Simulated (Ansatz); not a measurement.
Cartesian coordinates in Å:
```
C -1.5730 -0.5976 -1.6057
C -0.6382 -0.5910 -0.6737
C 0.7748 -1.1081 -0.5333
Si 0.0865 -0.1876 0.9389
C 0.7445 1.5512 1.2629
F -0.2151 2.3415 1.8859
H -2.5388 -0.1311 -1.4407
H -1.4137 -1.0690 -2.5736
H 1.5329 -0.6422 -1.1617
H 0.8938 -2.1890 -0.4758
H -0.3078 -0.9300 2.1566
H 1.6317 1.5288 1.9050
H 1.0224 2.0240 0.3155
```

Charge 0, multiplicity 1.

(1) List the PBE0/def2-TZVPP orbital energies in eV (Ansatz). (An estimate is asked.)

Answers

(1) Ansatz gave: Occupied: -1802.56, -673.71, -280.16, -278.41, -278.30, -278.22, -144.93, -99.60, -99.58, -99.57, -33.39, -22.41, -19.86, -19.41, -15.46, -14.17, -13.96, -13.79, -12.90, -12.39, -12.23, -11.41, -10.06, -9.05, -8.12, -7.67, -7.36. Lowest empty: -0.67, 0.04, 1.12, 1.65, 1.95, 2.43, 2.48, 2.59.
